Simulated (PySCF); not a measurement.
**Name the molecule from its bond curve**

A diatomic of charge 0 contains Sn. Its doublet curve at PBE0 in a double-zeta basis (scalar-relativistic core potentials, PySCF), in eV from the separated fragments:

R (Å), E (eV) and a bar:
```
    1.710     -1.293 ##############################
    1.789     -1.985 #############
    1.869     -2.345 ###
    1.928     -2.459 #
    1.988     -2.481 
    2.048     -2.439 #
    2.127     -2.323 ####
    2.227     -2.124 #########
    2.346     -1.850 ################
    2.505     -1.474 #########################
```

The fit gives ωe = 643 cm⁻¹ and the rotational constant Bₑ = 0.3447 cm⁻¹.

Q: Which atom is the partner?

A: The minimum lies at 1.975 Å, so the reduced mass is 16.8576 u Å² cm⁻¹/(Bₑ·Re²) = 12.54 u. With Sn at 119.90 u the partner weighs about 14.0 u: N. The molecule is SnN.

Spin–orbit coupling is left out. The state was picked by a PBE0 search and need not be the measured ground state.
